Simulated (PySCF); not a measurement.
Cl5OSi2, SMILES Cl[Si](Cl)O[Si](Cl)(Cl)Cl (connectivity only; charge and spin as stated), charge +1, multiplicity 1. Atoms are numbered in the order given.

```xyz
8

Cl     1.7295     2.3817     0.0000
Si    -0.1285     1.7573     0.0000
Cl    -1.5808     3.0702     0.0000
O     -0.4792     0.2314     0.0000
Si    -0.0647    -1.4394     0.0000
Cl    -0.8566    -2.1821    -1.6807
Cl     1.9490    -1.4585     0.0000
Cl    -0.8566    -2.1821     1.6807
```
Charge +1, spin multiplicity 1.

The structure is a stationary point at ωB97X-D3(BJ)/def2-SVP. The multiplicity is an assumed one; other spin states were not compared. The isomer is the one that the SMILES or the coordinates give; other isomers of the formula were not compared. One conformer was computed; it need not be the lowest.

The numbers are results of ωB97X/def2-TZVP (PySCF), not measurements.

The molecule is in vacuum.

The total energy comes out as -2955.34411 hartree, the point group comes out as Cs and the highest occupied level is -15.61 eV. The lowest empty level is -5.16 eV. The orbital gap is 10.45 eV and the dipole moment about the centre of nuclear charge comes out as 5.90 D.
